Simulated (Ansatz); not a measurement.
Species: H5GaN2O, SMILES `[OH][Ga]([NH2])[NH2]` (charge 0, multiplicity 1), formula H$_{5}$GaN$_{2}$O.

Task: How many basis functions does Ansatz (an electronic-structure program) with frozen-core CCSD(T)/cc-pVTZ // B3LYP-D3(BJ)/def2-TZVP use, how many core orbitals are frozen, and how many electrons are correlated?

Result: 203 basis functions and 12 frozen orbitals, which leaves 34 correlated electrons (filled d shells below the valence shell are correlated). Core time is of the order of minutes.
